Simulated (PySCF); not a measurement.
Cl2Mg, charge -1, multiplicity 2. Atoms are numbered in the order given.

```xyz
3

Mg     0.0000     0.0000    -0.8675
Cl     0.0000    -1.9881     0.3062
Cl     0.0000     1.9881     0.3062
```
Charge -1, spin multiplicity 2.

The structure is a stationary point at PBE0-D3(BJ)/def2-TZVPD. The spin state was assumed, not searched. The isomer is the one that the SMILES or the coordinates give; other isomers of the formula were not compared.

The numbers are results of PySCF with PBE/def2-TZVPD, not measurements.

Gas-phase values at a fixed geometry. A positive occupied level means that this level leaves the electron formally unbound; only the finite basis holds it.

Problem. Estimate the frontier levels, dipole moment and polarisability. (The exact figures need the calculation; the answer reports its results.)

Solution. 
```yaml
"α spin, highest occupied and lowest empty level": 0.57 and 2.52 eV
"β spin, highest occupied and lowest empty level": -2.45 and 1.74 eV
dipole_moment_about_the_centre_of_nuclear_charge: 0.208 e·Å
mean_static_polarisability: 133.0 bohr³ (19.71 Å³)
polarisability_principal_values: 129.4, 133.5, 136.1 bohr³
"⟨S²⟩": 0.751 (pure state 0.75)
```
